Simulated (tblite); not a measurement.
Species: C4H12OSi.
Atom-mapped SMILES: `[CH3:1][O:2][CH2:3][C@H:4]([CH3:5])[SiH3:6]` (hydrogens: H7, H8, H9 on C1; H10, H11 on C3; H12 on C4; H13, H14, H15 on C5; H16, H17, H18 on Si6)

Computed with GFN2-xTB (tblite), gas phase: Langevin dynamics at 300 K from the optimised GFN2-xTB geometry, time step 0.5 fs, friction 0.01 fs⁻¹, 2000 steps. The instantaneous temperature is 2·E(kin)/(3Nk) with all 3N coordinates.

```tsv
t (fs)	T (K)	E(pot) above start (eV)	C1–O2 (Å)	O2–C3 (Å)	C3–C4 (Å)	C4–C5 (Å)	C4–Si6 (Å)	C1–H7 (Å)	C1–O2–C3–C4 (°)
0	254	0.000	1.400	1.411	1.520	1.524	1.912	1.097	173
25	196	0.297	1.404	1.405	1.520	1.502	1.944	1.097	-179
50	163	0.394	1.390	1.420	1.531	1.523	1.941	1.115	-174
75	230	0.458	1.392	1.427	1.492	1.527	1.883	1.132	-174
100	292	0.426	1.423	1.413	1.518	1.563	1.931	1.114	-175
125	295	0.527	1.448	1.409	1.555	1.562	1.856	1.092	-179
150	320	0.335	1.404	1.397	1.534	1.555	1.948	1.133	177
175	308	0.472	1.409	1.447	1.484	1.499	1.921	1.143	172
200	298	0.597	1.385	1.437	1.526	1.496	1.931	1.109	177
225	276	0.806	1.386	1.406	1.516	1.531	1.974	1.046	-178
250	314	0.737	1.458	1.370	1.548	1.511	1.924	1.088	174
275	320	0.369	1.443	1.430	1.545	1.501	1.916	1.133	166
300	391	0.370	1.410	1.383	1.546	1.525	1.944	1.151	167
325	410	0.435	1.381	1.428	1.517	1.490	1.890	1.112	167
350	321	0.572	1.382	1.482	1.479	1.508	1.957	1.065	180
375	295	0.415	1.389	1.421	1.489	1.490	1.913	1.069	-170
400	278	0.439	1.431	1.401	1.578	1.548	1.893	1.132	-163
425	169	0.501	1.385	1.410	1.592	1.580	1.933	1.136	-159
450	152	0.519	1.360	1.421	1.514	1.489	1.868	1.121	-160
475	246	0.485	1.379	1.445	1.504	1.610	1.919	1.063	-155
500	202	0.695	1.438	1.374	1.495	1.530	1.884	1.066	-166
525	265	0.616	1.401	1.354	1.511	1.497	2.012	1.093	-170
550	199	0.573	1.411	1.422	1.549	1.520	1.867	1.129	-172
575	236	0.537	1.361	1.410	1.546	1.532	1.962	1.121	179
600	231	0.565	1.362	1.398	1.498	1.548	1.875	1.108	167
625	289	0.434	1.423	1.438	1.542	1.588	1.903	1.080	166
650	275	0.444	1.453	1.456	1.502	1.525	1.930	1.090	167
675	294	0.548	1.452	1.425	1.492	1.513	1.919	1.107	167
700	238	0.593	1.390	1.417	1.567	1.529	1.938	1.121	170
725	244	0.644	1.396	1.424	1.541	1.506	1.871	1.110	167
750	309	0.521	1.411	1.444	1.501	1.453	1.989	1.085	163
775	265	0.587	1.396	1.427	1.520	1.515	1.929	1.072	158
800	261	0.538	1.357	1.376	1.551	1.554	1.897	1.074	167
825	371	0.605	1.426	1.420	1.522	1.520	1.906	1.120	180
850	400	0.498	1.458	1.431	1.523	1.516	1.900	1.101	-166
875	340	0.846	1.406	1.374	1.605	1.570	1.932	1.077	-156
900	370	0.647	1.400	1.458	1.540	1.490	1.947	1.096	-151
925	346	0.618	1.417	1.442	1.525	1.504	1.950	1.113	-150
950	223	0.833	1.408	1.440	1.538	1.543	1.837	1.126	-154
975	215	0.732	1.365	1.404	1.565	1.540	1.958	1.073	-163
1000	254	0.441	1.393	1.412	1.533	1.507	1.911	1.069	-170
```

**Question.** From 500 fs on, how do temperature and potential energy compare with equipartition?

**Answer.** The mean temperature of these 21 frames is 278 K against the target 300 K, and the mean potential energy 0.60 eV against 48 × kT/2 = 0.62 eV for 48 classical harmonic modes. For 18 atoms in a canonical ensemble the temperature itself scatters by T·√(2/(3N)) = 58 K; here its standard deviation is 57 K. The whole run lasts only 10 friction times of 100 fs, so these averages carry a wide statistical error.

**Question.** What are the kinetic and total energies of the listed frame with the highest potential energy?

**Answer.** The one at 875 fs, 0.846 eV above the start. Its kinetic energy is 3NkT/2 = 0.791 eV at 340 K, so the sum is 1.64 eV; over the listed frames the sum runs from 0.59 to 1.64 eV, since the thermostat adds and removes energy.

**Question.** How much do the listed bonds fluctuate from 500 fs on?

**Answer.** 
```json
{"bond": "C1–O2", "at the start (Å)": "1.400", "mean (Å)": "1.406", "standard deviation (Å)": "0.029"}
{"bond": "O2–C3", "at the start (Å)": "1.411", "mean (Å)": "1.416", "standard deviation (Å)": "0.028"}
{"bond": "C3–C4", "at the start (Å)": "1.520", "mean (Å)": "1.532", "standard deviation (Å)": "0.027"}
{"bond": "C4–C5", "at the start (Å)": "1.524", "mean (Å)": "1.524", "standard deviation (Å)": "0.028"}
{"bond": "C4–Si6", "at the start (Å)": "1.912", "mean (Å)": "1.920", "standard deviation (Å)": "0.041"}
{"bond": "C1–H7", "at the start (Å)": "1.097", "mean (Å)": "1.097", "standard deviation (Å)": "0.020"}
```

The motion is classical and holds no zero-point motion.

The cost below is that of the whole dynamics run. Hardware: one thread of an Intel Xeon Platinum 8488C, shared host with 96 logical CPUs at a one-minute load of 60. Cost: 12 s, 0.18 GiB resident at most.
